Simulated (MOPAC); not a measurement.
Input file for MOPAC: PM6 on BH6NO3 (a complex).

```
PM6 1SCF PRECISE CHARGE=0 THREADS=1
BH6NO3

O     -0.00238246 1    -0.57182165 1    -1.19766515 1
B     -0.15521205 1    -0.19618015 1     0.11023842 1
O     -1.36114706 1     0.38326404 1     0.47839581 1
O      0.87793735 1    -0.41176198 1     0.96646611 1
H     -0.78684169 1    -0.37711461 1    -1.71828124 1
H     -1.39826234 1     0.62138552 1     1.40847667 1
H      0.69823798 1    -0.11936347 1     1.88130217 1
N      0.40224509 1     0.43593134 1     3.69128034 1
H      0.30297165 1     1.42922344 1     3.87080775 1
H     -0.31100941 1    -0.04698632 1     4.22675583 1
H      1.30128690 1     0.15267045 1     4.06764625 1
```

Program output:

```
*******************************************************************************
 **                                                                           **
 **                              MOPAC v23.2.5                                **
 **                                                                           **
 *******************************************************************************
 ** MOPAC's Digital Object Identifier: https://doi.org/10.5281/zenodo.6511958 **
 **                                                                           **
 ** Please cite the open-source release paper for use of this MOPAC version:  **
 ** J. E. Moussa and J. J. P. Stewart (2026)                                  **
 ** MOPAC: An open-source semiempirical molecular orbital program             **
 ** J. Open Source Softw., 11(119), 8025, https://doi.org/10.21105/joss.08025 **
 *******************************************************************************

                              PM6 CALCULATION RESULTS

 *******************************************************************************
 *  PM6        - The PM6 Hamiltonian to be used
 *
 *
 *
 *                 CHARGE ON SYSTEM = 0
 *
 *
 *
 *  PRECISE    - TIGHTER CRITERIA TO BE USED
 *  1SCF       - DO 1 SCF AND THEN STOP
 *  THREADS=1  - MULTI-THREADING NOT USED
 *  T=         - A TIME OF 172800.0 SECONDS REQUESTED
 *  DUMP=N     - RESTART FILE WRITTEN EVERY 7200.0 SECONDS REQUESTED
 *******************************************************************************
PM6 1SCF PRECISE CHARGE=0 THREADS=1
 BH6NO3

   ATOM   CHEMICAL          X               Y               Z
  NUMBER   SYMBOL      (ANGSTROMS)     (ANGSTROMS)     (ANGSTROMS)

     1       O         -0.00238246  *  -0.57182165  *  -1.19766515  *
     2       B         -0.15521205  *  -0.19618015  *   0.11023842  *
     3       O         -1.36114706  *   0.38326404  *   0.47839581  *
     4       O          0.87793735  *  -0.41176198  *   0.96646611  *
     5       H         -0.78684169  *  -0.37711461  *  -1.71828124  *
     6       H         -1.39826234  *   0.62138552  *   1.40847667  *
     7       H          0.69823798  *  -0.11936347  *   1.88130217  *
     8       N          0.40224509  *   0.43593134  *   3.69128034  *
     9       H          0.30297165  *   1.42922344  *   3.87080775  *
    10       H         -0.31100941  *  -0.04698632  *   4.22675583  *
    11       H          1.30128690  *   0.15267045  *   4.06764625  *



          CARTESIAN COORDINATES

    NO.       ATOM           X           Y           Z

     1         O         -0.0024     -0.5718     -1.1977
     2         B         -0.1552     -0.1962      0.1102
     3         O         -1.3611      0.3833      0.4784
     4         O          0.8779     -0.4118      0.9665
     5         H         -0.7868     -0.3771     -1.7183
     6         H         -1.3983      0.6214      1.4085
     7         H          0.6982     -0.1194      1.8813
     8         N          0.4022      0.4359      3.6913
     9         H          0.3030      1.4292      3.8708
    10         H         -0.3110     -0.0470      4.2268
    11         H          1.3013      0.1527      4.0676

 General Reference for PM6:
 "Optimization of Parameters for Semiempirical Methods V: Modification of NDDO Approximations
 and Application to 70 Elements", J. J. P. Stewart, J. Mol. Mod., 13, 1173-1213 (2007)
 URL: https://link.springer.com/article/10.1007/s00894-007-0233-4

           Empirical Formula: H6 N O3 B  =    11 atoms



      MOLECULAR POINT GROUP   :   Cs


      RHF CALCULATION, NO. OF DOUBLY OCCUPIED LEVELS = 16


 -------------------------------------------------------------------------------
 PM6 1SCF PRECISE CHARGE=0 THREADS=1
 BH6NO3



     1SCF WAS SPECIFIED, SO BFGS WAS NOT USED
     SCF FIELD WAS ACHIEVED


                              PM6 CALCULATION
                                                       MOPAC v23.2.5 Linux




          FINAL HEAT OF FORMATION =       -230.99423 KCAL/MOL =    -966.47987 KJ/MOL


          COSMO AREA              =        118.97 SQUARE ANGSTROMS
          COSMO VOLUME            =         97.48 CUBIC ANGSTROMS

          IONIZATION POTENTIAL    =         11.379253 EV
          HOMO LUMO ENERGIES (EV) =        -11.379  1.813
          NO. OF FILLED LEVELS    =         16
          MOLECULAR WEIGHT        =         78.8623         POINT GROUP:  Cs

          MOLECULAR DIMENSIONS (Angstroms)

            Atom       Atom       Distance
            H    11    H     5     6.17397
            O     4    H     6     2.52440
            H    10    H     9     1.63790


          SCF CALCULATIONS        =          1





   ATOM   CHEMICAL          X               Y               Z
  NUMBER   SYMBOL      (ANGSTROMS)     (ANGSTROMS)     (ANGSTROMS)

     1       O         -0.00238246  *  -0.57182165  *  -1.19766515  *
     2       B         -0.15521205  *  -0.19618015  *   0.11023842  *
     3       O         -1.36114706  *   0.38326404  *   0.47839581  *
     4       O          0.87793735  *  -0.41176198  *   0.96646611  *
     5       H         -0.78684169  *  -0.37711461  *  -1.71828124  *
     6       H         -1.39826234  *   0.62138552  *   1.40847667  *
     7       H          0.69823798  *  -0.11936347  *   1.88130217  *
     8       N          0.40224509  *   0.43593134  *   3.69128034  *
     9       H          0.30297165  *   1.42922344  *   3.87080775  *
    10       H         -0.31100941  *  -0.04698632  *   4.22675583  *
    11       H          1.30128690  *   0.15267045  *   4.06764625  *

                             CARTESIAN COORDINATES

   1    O       -0.002382460    -0.571821650    -1.197665150
   2    B       -0.155212050    -0.196180150     0.110238420
   3    O       -1.361147060     0.383264040     0.478395810
   4    O        0.877937350    -0.411761980     0.966466110
   5    H       -0.786841690    -0.377114610    -1.718281240
   6    H       -1.398262340     0.621385520     1.408476670
   7    H        0.698237980    -0.119363470     1.881302170
   8    N        0.402245090     0.435931340     3.691280340
   9    H        0.302971650     1.429223440     3.870807750
  10    H       -0.311009410    -0.046986320     4.226755830
  11    H        1.301286900     0.152670450     4.067646250


           Empirical Formula: H6 N O3 B  =    11 atoms



      MOLECULAR POINT GROUP   :   Cs


                  EIGENVALUES
 -32.02640 -30.37366 -29.97753 -29.23285 -20.32795 -19.24033 -17.13965 -17.13860
 -16.69701 -15.02619 -14.48848 -13.23448 -12.23439 -11.83904 -11.57958 -11.37925
   1.81319   2.39795   3.30616   3.91828   4.20727   5.46095   5.71418   5.76130
   5.81426   6.53414


              NET ATOMIC CHARGES AND DIPOLE CONTRIBUTIONS

  ATOM NO.   TYPE          CHARGE      No. of ELECS.   s-Pop       p-Pop
    1          O          -0.503508        6.5035     1.72984     4.77366
    2          B           0.570260        2.4297     0.80509     1.62465
    3          O          -0.585971        6.5860     1.73720     4.84877
    4          O          -0.543975        6.5440     1.72718     4.81680
    5          H           0.339823        0.6602     0.66018
    6          H           0.336061        0.6639     0.66394
    7          H           0.361772        0.6382     0.63823
    8          N          -0.612629        5.6126     1.58680     4.02583
    9          H           0.211329        0.7887     0.78867
   10          H           0.211266        0.7887     0.78873
   11          H           0.215571        0.7844     0.78443
 DIPOLE           X         Y         Z       TOTAL
 POINT-CHG.    -1.055     1.301     3.633     4.000
 HYBRID        -0.235     0.466     1.539     1.625
 SUM           -1.290     1.767     5.172     5.616


          ATOMIC ORBITAL ELECTRON POPULATIONS

     Atom    s        px        py        pz
    1  O   1.72984   1.55910   1.80554   1.40903
    2  B   0.80509   0.56092   0.45424   0.60949
    3  O   1.73720   1.61391   1.79125   1.44361
    4  O   1.72718   1.63135   1.80208   1.38337
    5  H   0.66018
    6  H   0.66394
    7  H   0.63823
    8  N   1.58680   1.19310   1.20480   1.62793
    9  H   0.78867
   10  H   0.78873
   11  H   0.78443

 **********************
 *                    *
 * JOB ENDED NORMALLY *
 *                    *
 **********************




 == MOPAC DONE ==
```

The run finished.

Cost: around 0.03 core-seconds (rough).
